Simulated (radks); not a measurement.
Values are calculated unless marked as measured or tabulated.
Task: The mean radii <r> (bohr) of the occupied orbitals of an atom or ion are listed with their occupations. Level of theory: Dirac Kohn-Sham, LB94 model potential, spin-unpolarised, spherical densities, finite nucleus; Fermi nuclear charge, rms radius of each element as measured or else 0.836 A^(1/3) + 0.57 fm (a radial shooting solver on a logarithmic mesh with Libxc functionals).

orbital  occ.      <r>
1s1/2       2  0.01772
2s1/2       2  0.07413
2p1/2       2  0.06116
2p3/2       4  0.06935
3s1/2       2   0.1918
3p1/2       2   0.1818
3p3/2       4   0.1962
3d3/2       4   0.1712
3d5/2       6   0.1756
4s1/2       2   0.3980
4p1/2       2   0.3955
4p3/2       4   0.4192
4d3/2       4   0.4098
4d5/2       1   0.4166

Name the element and its charge. Open shells, if any, fill j = l - 1/2 first.

Result: Z = 76, osmium, charge +35: Os35+ in [Kr] 4d5. The 1s radius gives Z: for a bare nucleus <r> = (2 gamma + 1)/(2Z) with gamma = sqrt(1 - (Z/c)^2), 0.01753 bohr for Z = 76, and screening makes it slightly larger (0.01772 here). The occupations add up to 41, and the charge is Z minus that.
